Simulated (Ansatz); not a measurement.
Stepwise reaction of `[SH][InH][SH]` with hydrogen fluoride, as a gas-phase model of exchange steps in deposition or etching. ΔE in kJ/mol; ΔG adds harmonic PBE0-D4 terms to CCSD(T)/CBS, at 1 bar.

Calculated with Ansatz (gas phase, PBE0-D4/def2-TZVP geometries, no zero-point term in ΔE). CCSD(T)/CBS is the MP2 limit (def2-TZVPP, def2-QZVPP) plus CCSD(T) − MP2 in def2-TZVPP, frozen cores. This one scheme is used for every species. Functionals use def2-TZVPP. B3LYP here is the variant with VWN-RPA as its local correlation; programs differ in this. def2 core potentials past Kr. For In outer-core shells are correlated without core-valence functions, which leaves a few kJ/mol of doubt a bond. Each species was taken in one conformer, which may not be the lowest.

```tsv
step	reaction	PBE-D4	B3LYP-D4	ωB97M-V	CCSD(T)/CBS	ΔG(400 K)
1	`[SH][InH][SH]` + H–F → `[F][InH][SH]` + H₂S	24.0	20.0	21.7	28.8	18.8
```

Task: Give the row of step 2, `[F][InH][SH]` + H–F → `[F][InH][F]` + H₂S. (An estimate is asked.)

Result: The calculation gave: 
| step | reaction | PBE-D4 | B3LYP-D4 | ωB97M-V | CCSD(T)/CBS | ΔG(400 K) |
| --- | --- | --- | --- | --- | --- | --- |
| 2 | `[F][InH][SH]` + H–F → `[F][InH][F]` + H₂S | 35.1 | 30.7 | 31.9 | 37.6 | 29.3 |

Task: By hand: ΔE of the 2 steps together at CCSD(T)/CBS.

Result: (28.8) + (37.6) = 66.4 kJ/mol, or 33.2 kJ/mol a step.

In ΔE each step is higher than the one before. All are uphill at CCSD(T)/CBS. ΔG lies between 18.8 and 29.3 kJ/mol a step. PBE-D4 differs from CCSD(T)/CBS by -4.8 to -2.5 kJ/mol a step. Isolated molecules leave out the surface, adducts and barriers. Largest T1 diagnostic: 0.017.
